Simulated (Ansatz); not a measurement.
## Ansatz (development build ahead of 0.2.0) run

```yaml
crystal:
  periodic: [false, false, false]
  atoms:
    - { symbol: B, position_ang: [0.0, 0.0, 0.0] }
basis:
  gaussian: { orbitals: cc-pVTZ }
magnetization:
  initial_magnetization: 1
hamiltonian:
  xc: hf
correlation:
  method: mp2
  frozen_orbitals: { B: 1 }
```

The input is written out in the form of the current development build from the run's settings. Correlation on restricted open-shell orbitals is semicanonical, with singles.

Output:

```
Converged                       : yes
Reference energy                : -24.52815 hartree
Correlation energy              : -0.04810 hartree
Total energy                    : -24.57625 hartree
Spin squared of the determinant : 0.750
```
